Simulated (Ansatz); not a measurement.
Relaxation of BCl₂H₃Si (7 atoms, charge 0, multiplicity 1), to a largest force component of 0.02 eV/Å in at most 40 steps.

The calculation used Ansatz, RKS PBE-D4/STO-3G.

```xyz
7
Properties=species:S:1:pos:R:3:forces:R:3
Cl -1.739 -1.671 0.425 -2.68 -0.85 0.50
B -0.151 -1.186 0.110 2.37 0.92 -0.38
Si 0.308 0.741 0.015 1.52 -0.33 1.47
Cl -0.787 1.640 -1.444 -1.22 0.83 -1.53
H 0.636 -2.050 -0.034 0.21 -0.02 -0.05
H 0.028 1.492 1.247 -0.07 -0.29 -0.05
H 1.706 1.035 -0.319 -0.13 -0.26 0.03
```

**Question.** Where does it end, and by what steps?

**Answer.** The run converged. The force dipped under the threshold on the way, but the program's further checks kept it going. Limits of this set-up: minimal basis. After 23 steps the energy has fallen by 0.250 eV; H5 moved furthest, 0.86 Å.

| step | energy less start (eV) | largest force component (eV/Å) | accepted |
| --- | --- | --- | --- |
| 0 | 0.0000 | 2.675 | yes |
| 1 | -0.1690 | 1.034 | yes |
| 2 | -0.1926 | 0.544 | yes |
| 3 | -0.2168 | 0.099 | yes |
| 4 | -0.2183 | 0.064 | yes |
| 5 | -0.2192 | 0.022 | yes |
| 6 | -0.2206 | 0.041 | yes |
| 7 | -0.2191 | 0.405 | no |
| 8 | -0.2184 | 0.145 | no |
| 9 | -0.2223 | 0.029 | yes |
| 10 | -0.2253 | 0.122 | yes |
| 11 | -0.2211 | 0.369 | no |
| 12 | -0.2294 | 0.073 | yes |
| 13 | -0.2329 | 0.130 | yes |
| 14 | -0.2358 | 0.215 | yes |
| 15 | -0.2275 | 0.508 | no |
| 16 | -0.2415 | 0.066 | yes |
| 17 | -0.2442 | 0.073 | yes |
| 18 | -0.2473 | 0.189 | yes |
| 19 | -0.2484 | 0.113 | yes |
| 20 | -0.2496 | 0.008 | yes |
| 21 | -0.2499 | 0.042 | yes |
| 22 | -0.2486 | 0.135 | no |
| 23 | -0.2501 | 0.002 | yes |

```xyz
7
Properties=species:S:1:pos:R:3
Cl -1.660 -1.849 -0.400
B -0.159 -1.143 0.219
Si 0.327 0.753 -0.023
Cl -1.123 1.826 -1.124
H 0.558 -1.881 0.802
H 0.465 1.419 1.270
H 1.592 0.875 -0.744
```

Whether the end is a true minimum wasn't checked by a vibrational analysis.

The run took 25 s on 1 thread of Arm Neoverse V2, with other jobs on the host, peak memory 0.11 GiB.
